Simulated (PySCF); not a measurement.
# Dipole moment and polarisability of `CCc1ncco1`

C5H7NO.
Geometry (GFN2-xTB, Å), atoms numbered from 1 in this order:
```xyz
14
C5H7NO angstrom
C     -2.080    0.083   -0.240
C     -1.051   -0.406    0.783
C      0.330   -0.199    0.277
N      1.056   -1.050   -0.376
C      2.218   -0.392   -0.659
C      2.140    0.863   -0.148
O      0.935    0.991    0.451
H     -3.087   -0.074    0.139
H     -1.968   -0.464   -1.173
H     -1.945    1.144   -0.438
H     -1.171    0.143    1.718
H     -1.190   -1.471    0.967
H      3.010   -0.866   -1.200
H      2.804    1.701   -0.132
```

Level: CAM-B3LYP/def2-SVPD (PySCF), static field, nuclei fixed, core orbitals frozen in the response. The polarisability tensor in these axes (au):

```
x   81.07  4.04 -7.21
y    4.04 63.09  3.12
z   -7.21  3.12 54.10
```

Problem. Diagonalise the tensor; give its mean and Δα, where Δα² is half the sum of the squared differences of the eigenvalues.

Solution. Principal values 50.94, 63.94 and 83.38 au; mean 66.09 au = 9.79 Å³ = 10.90 × 10⁻⁴⁰ C²·m²/J; Δα = 28.28 au (43 % of the mean).

Problem. What is the dipole moment, and where does it point?

Solution. (-0.18, 1.26, 0.39) D, 1.33 D in size, pointing from the negative to the positive side. Measured along this direction, the outermost atoms are H13 at the negative end and H10 and H14 at the positive end.

Problem. What depolarisation ratio follows for Rayleigh scattering of linearly polarised light, taking the static tensor?

Solution. ρ = 3Δα²/(45ᾱ² + 4Δα²) = 2398.7/(196528 + 3198.2) = 0.012.

Problem. Form Σ f/ω² (atomic units) for the 8 lowest TDDFT singlets, given as eV and f, and set it beside the mean polarisability, which is this sum over all singlets: 6.33, 0.2467; 6.61, 0.0035; 6.78, 0.0167; 7.40, 0.0437; 7.52, 0.0115; 7.91, 0.0009; 7.96, 0.0043; 8.13, 0.0115.

Solution. They add up to 5.81 au, 8.8 % of the 66.09 au; the largest single term is 4.55 au, from the state at 6.33 eV. Terms in order: 4.55, 0.06, 0.27, 0.59, 0.15, 0.01, 0.05, 0.13 au. Higher excitations give the rest. The strengths listed sum to 0.339.

Problem. Traceless (Buckingham) quadrupole moment about the centre of nuclear charge: eigenvalues?

Solution. -6.24, -3.21, 9.46 D·Å. The values depend on the origin, since the dipole doesn't vanish. The electronic extent ⟨r²⟩ about the same centre is 735 bohr², a root-mean-square distance of 1.99 Å for the 52 electrons.

Problem. What would n − 1 = 2πNα be for an ideal gas of these molecules at 500 K and 1 atm, electronic part alone?

Solution. N = p/kT = 1.4678 × 10¹⁹ cm⁻³, so n − 1 = 2π × N × 9.79 × 10⁻²⁴ cm³ = 903 × 10⁻⁶ at long wavelengths, for an ideal gas.

Problem. In a dilute gas of rigid molecules at 298 K, how does the orientational term μ²/3kT compare with the electronic polarisability?

Solution. In Gaussian units μ²/3kT = 14.29 Å³ against 9.79 Å³, a ratio of 1.46; the Debye molar polarisation (4π/3)N_A(α + μ²/3kT) is 60.7 cm³/mol, leaving out the vibrational part.

The structure is a single GFN2-xTB conformer in the gas phase; no vibrational or solvent corrections.

These values come from a run that also computed excited states. On one thread of an x86-64 server (shared host), this took 31 s of wall time.
